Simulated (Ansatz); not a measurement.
The cluster Cs3I4, relaxed as a doublet with UKS PBE0-D4/def2-SVP in Ansatz, starting from the GFN1-xTB geometry. Force threshold 0.02 eV/Å.

In the def2 sets Cs, I take a core potential; there is no spin–orbit coupling. In the doublet, I5 and I6 lie 3.27 Å apart (atoms count from 1), so these atoms are partly bonded to each other. Another isomer (doublet) lies 0.12 eV lower at PBE0-D4/def2-TZVP; other spin states weren't run for this one.

Start:

Cartesian coordinates in Å:
```
Cs 0.660 -1.371 -2.825
Cs 2.163 -0.722 1.090
Cs 0.142 2.488 -0.965
I -0.139 -3.512 0.080
I -3.200 1.391 0.308
I -1.614 -0.983 0.151
I 1.989 2.708 2.161
```

Task: Estimate the energy that the relaxation releases and the steps that it takes.

Result: 70.5 kcal/mol, in 30 steps; 2.9 min on 4 threads of Intel Xeon 6975P-C on a shared host. The force fell under the threshold at step 25, but the optimiser went on and released 0.004 eV more. No frequencies were taken in this run, so the end may be a saddle point.

Task: Does the start keep its bonding?

Result: Bonds lost: I4–I6 (atoms count from 1). Bonds formed: Cs1–I5 (atoms count from 1). Metal–metal contacts that move far: Cs1–Cs3 4.32 to 6.83 Å.

Task: Predict the relaxed structure.

Result: 
```xyz
7

Cs   -1.617   -2.571   -2.124
Cs    2.180   -0.955    1.348
Cs   -0.783    3.518    0.845
I     1.591   -3.646   -1.055
I    -1.994    1.239   -1.987
I    -1.814   -0.209    0.933
I     2.437    2.625    2.039
```
Bond lengths (bridged metal pairs left out): 9 × Cs–I 3.55 to 4.08 Å; 1 × I–I 3.27 Å.
